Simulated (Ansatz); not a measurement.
Total energies of Sn₂Cl₄ from Ansatz at PBE0-D4/def2-TZVP, gas phase (1 Eh = 27.2114 eV = 2625.5 kJ/mol). The reference geometry is relaxed at PBE-D4/def2-SVP.

```xyz
6

Sn   -2.066    0.547   -0.535
Sn    1.316   -0.734    0.195
Cl    0.323    1.215   -1.400
Cl    2.930    0.682    1.308
Cl   -0.789    0.051    1.706
Cl   -1.714   -1.761   -1.274
```

```csv
state,geometry,energy (Eh)
charge 0 singlet,reference,-2269.14699
charge 1 doublet,reference,-2268.79740
free Sn atom (triplet),–,-214.25870
free Cl atom (doublet),–,-459.99739
```

In the def2 sets Sn takes a core potential; there is no spin–orbit coupling.

Q: Work out the vertical ionisation energy to the doublet.

A: E(charge 1 doublet) − E(charge 0 singlet) = -2268.79740 − (-2269.14699) = 0.34959 Eh = 9.51 eV. For comparison, −ε of the highest occupied level is 7.86 eV at this level, 1.65 eV less.

Q: What is the binding energy per atom against free atoms?

A: Atoms: 2 × (-214.25870) + 4 × (-459.99739) = -2268.50696 Eh. Binding: -2268.50696 − (-2269.14699) = 0.64003 Eh = 17.42 eV, or 2.90 eV for each of 6 atoms (no zero-point energy, no counterpoise term).

The structure comes from a short search, and lower isomers may exist.
